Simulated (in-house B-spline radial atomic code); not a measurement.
Configurations of the tellurium ion Te⁺, with energies counted from [Kr] 4d10 5s2 5p3. All numbers are computed (scalar-relativistic (X2C) OLYP, spin-polarised, spherical fractional occupations; Fermi nucleus of rms radius 4.7423 fm) with a radial B-spline atomic code at the basis-set limit, not measured. Shells without spins written out take the highest spin.

Occupations are held fixed; configurations that lie above the ionisation limit could autoionise.

```json
{"configuration": "[Kr] 4d10 5s1 5p4", "E - E(ref) (eV)": "9.7251", "highest orbital": "5p down", "its <r> (bohr)": "2.54"}
{"configuration": "[Kr] 4d10 5s2 5p2 5f1", "E - E(ref) (eV)": "15.911", "highest orbital": "5f up", "its <r> (bohr)": "12.67"}
{"configuration": "[Kr] 4d10 5s2 5p2 6f1", "E - E(ref) (eV)": "16.655", "highest orbital": "6f up", "its <r> (bohr)": "19.17"}
{"configuration": "[Kr] 4d10 5s1 5p3 6p1", "E - E(ref) (eV)": "19.669", "highest orbital": "6p up", "its <r> (bohr)": "6.134"}
{"configuration": "[Kr] 4d(4 up, 5 down) 4f(1 up, 0 down) 5s2 5p(3 up, 0 down)", "E - E(ref) (eV)": "55.293", "highest orbital": "4f up", "its <r> (bohr)": "7.319"}
{"configuration": "[Ar] 3d(4 up, 5 down) 4s2 4p6 4d10 5s2 5p(2 up, 1 down) 6d(1 up, 0 down)", "E - E(ref) (eV)": "590.58", "highest orbital": "6d up", "its <r> (bohr)": "8.492"}
{"configuration": "[Ar] 3d(5 up, 4 down) 4s2 4p6 4d10 5s2 5p(1 up, 2 down) 5f(0 up, 1 down)", "E - E(ref) (eV)": "592.04", "highest orbital": "5f down", "its <r> (bohr)": "11.64"}
```

(1) Order these further configurations by energy, lowest first.
A. [Kr] 4d10 5s1 5p3 5f1
B. [Ar] 3d10 4s2 4p5 4d10 5s2 5p3 6p1
C. [Kr] 4d10 5s2 5p2 6d1
D. [Kr] 4d9 4f1 5s2 5p3
E. [Ar] 3d9 4s2 4p6 4d10 5s2 5p3 6f1

(2) How far above the reference does [Kr] 4d10 5s2 5p(1 up, 1 down) 6p(0 up, 1 down) lie?

(3) How far above the reference does [Kr] 4d9 5s2 5p3 5f1 lie?

(4) How far above the reference does [Kr] 4d10 5s2 5p(1 up, 2 down) lie?

Results:

(1) C (14.409 eV), A (23.414 eV), D (54.941 eV), B (125.96 eV), E (590.69 eV).

(2) 13.214 eV; its least bound orbital is 6p down with <r> = 6.139 bohr.

(3) 55.871 eV; its least bound orbital is 5f up with <r> = 11.3 bohr.

(4) 1.7592 eV; its least bound orbital is 5p up with <r> = 2.503 bohr.
